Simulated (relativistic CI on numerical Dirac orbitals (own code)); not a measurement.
**Spin-orbit doublets in the photoemission of tin**

Problem. Photoelectron lines from p, d and f shells are doublets, and peak fits need their splitting and area ratio. Find both for the 3d line of tin, from the calculated spin-orbit constant ζ(3d) = 3.364 eV of the closed-shell ion Sn⁴⁺ with one hole. Is the doublet resolved if instrument, lifetime and solid give each line a width of 1.5 eV (assumed)?

Working.
1. One hole with l = 2 gives j = 5/2 and j = 3/2. For a hole the level of higher j has the lower binding energy.
2. The splitting is (l + ½)ζ = 2.5 × 3.364 = 8.411 eV.
3. The areas follow 2j + 1: 6 : 4, so the weaker line has 0.667 of the stronger one's area, if the radial matrix elements are equal.
4. Splitting over width is 5.61: two separate peaks.

Check. The difference of tabulated binding energies of the element (M4 less M5; Elam, Ravel and Sieber, Radiat. Phys. Chem. 63, 121 (2002), rounded to 0.1 eV or more) is 8.3 eV.

All doublets of Sn⁴⁺, calculated as differences of Dirac-Coulomb-Breit total energies with one hole (eV):

| Shell | Calculated | Without Breit and QED | Tabulated, element |
| --- | --- | --- | --- |
| 2p | 227.8 | 230.6 | 227.0 |
| 3p | 42.59 | 43.13 | 41.9 |
| 3d | 8.436 | 8.679 | 8.3 |
| 4p | 7.639 | 7.741 |  |
| 4d | 1.055 | 1.088 | 1.0 |

The Breit and QED terms lower the splittings by 1.2 to 3.1 %. The 4p hole of the elements from Cd to Xe decays so fast that 4p1/2 is no sharp line in experiment.
